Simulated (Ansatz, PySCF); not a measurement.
This Ansatz (a program for electronic structure) input computes a r2SCAN/def2-TZVPD energy:

Ansatz 0.2 input:
```yaml
crystal:
  periodic: [false, false, false]
  atoms:
    - {symbol: Si, position_ang: [0.00816633, 0.00831225, 0.08175443]}
    - {symbol: C, position_ang: [1.82395228, 0.29334866, -0.27202618]}
    - {symbol: C, position_ang: [-0.69006709, -1.35942665, -1.01960407]}
    - {symbol: C, position_ang: [-0.95928070, 1.59706453, -0.12656638]}
    - {symbol: O, position_ang: [-0.22741011, -0.66223480, 1.58415382]}
    - {symbol: H, position_ang: [1.96341223, 0.67697835, -1.28597433]}
    - {symbol: H, position_ang: [2.39109890, -0.63370815, -0.17426966]}
    - {symbol: H, position_ang: [2.24775852, 1.02368072, 0.42036357]}
    - {symbol: H, position_ang: [-0.59013038, -1.03024721, -2.05775541]}
    - {symbol: H, position_ang: [-1.74344173, -1.53782970, -0.80688689]}
    - {symbol: H, position_ang: [-0.13819298, -2.28975679, -0.89078183]}
    - {symbol: H, position_ang: [-2.02252352, 1.43371115, 0.05639901]}
    - {symbol: H, position_ang: [-0.84069032, 1.99046989, -1.13942382]}
    - {symbol: H, position_ang: [-0.60996538, 2.36228946, 0.56971648]}
basis:
  gaussian:
    orbitals: def2-TZVPD
hamiltonian:
  xc: {name: r2SCAN}
magnetization: {spin_polarized: true, initial_magnetization: 1}
output: {forces: true}
```

Q: Write an input for the same energy in PySCF and say what it gives.

A: 
```python
from pyscf import gto, scf, dft

mol = gto.M(
    atom='''
    Si    0.00816633    0.00831225    0.08175443
    C     1.82395228    0.29334866   -0.27202618
    C    -0.69006709   -1.35942665   -1.01960407
    C    -0.95928070    1.59706453   -0.12656638
    O    -0.22741011   -0.66223480    1.58415382
    H     1.96341223    0.67697835   -1.28597433
    H     2.39109890   -0.63370815   -0.17426966
    H     2.24775852    1.02368072    0.42036357
    H    -0.59013038   -1.03024721   -2.05775541
    H    -1.74344173   -1.53782970   -0.80688689
    H    -0.13819298   -2.28975679   -0.89078183
    H    -2.02252352    1.43371115    0.05639901
    H    -0.84069032    1.99046989   -1.13942382
    H    -0.60996538    2.36228946    0.56971648
    ''',
    basis='def2-tzvpd',
    charge=0,
    spin=1,
    verbose=4,
)

mf = dft.UKS(mol, xc='r2scan').density_fit(auxbasis='def2-universal-jkfit')
mf.grids.level = 4
mf.conv_tol = 1e-9
mf.max_cycle = 100
mf.max_memory = 1500
mf.kernel()
if not mf.converged:
    mf = mf.newton()
    mf.kernel(mf.make_rdm1())
for _ in range(2):
    mo, _, stable, _ = mf.stability(return_status=True)
    if stable:
        break
    mf.kernel(mf.make_rdm1(mo, mf.mo_occ))
mf.analyze()
```
It gives -484.40668 Eh, and Ansatz -484.40654 Eh, a difference of 0.14 mEh, from the treatment of integrals and grids.

It need not be the lowest isomer of its formula.
